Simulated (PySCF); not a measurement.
AlH₂, SMILES [AlH2+], charge +1.

Geometry: ωB97X-D3(BJ)/def2-TZVPD. The spin state was assumed, not searched. The isomer is the one that the SMILES or the coordinates give; other isomers of the formula were not compared.

Level of theory: PySCF with HF/def2-TZVPD.

Isolated molecule, no solvent.

Computed frontier levels, gap, dipole moment and polarisability:
The highest occupied level is -19.30 eV and the lowest empty level comes out as -5.23 eV. The orbital gap comes out as 14.07 eV. The dipole moment about the centre of nuclear charge is 0.00 D. The mean static polarisability comes out as 19.4 bohr³ (2.88 Å³) and the polarisability, principal values is 17.2, 17.2, 23.8 bohr³.
